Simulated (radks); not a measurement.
The numbers below are computed, except where a source is named.
Q: These are the eigenvalues of the occupied orbitals of an atom or ion with whole-number occupations (eV). Code: a radial shooting solver on a logarithmic mesh with Libxc functionals. Model: scalar-relativistic Kohn-Sham, PBEsol, spin-polarised, spherical densities, finite nucleus; Fermi nuclear charge, rms radius of each element as measured or else 0.836 A^(1/3) + 0.57 fm.

orbital  eigenvalue
1s up     -59818.90
1s down   -59783.16
2s up     -14312.92
2s down   -14251.55
2p up     -13444.38

Which element is it, and in what charge state? The configuration may be excited. Open shells, if any, are filled with parallel spins first.

A: Z = 66, dysprosium, charge +60: Dy60+ in [He] 2s2 2p2. The list shows which subshells hold electrons but not how many an open one holds; the 1s level, -2198.3 hartree, gives Z - s = 66.3 by -(Z - s)^2/2, which with screening and relativity narrows Z to a few neighbours, and the depths of the outer levels then fix element, charge and occupations together.
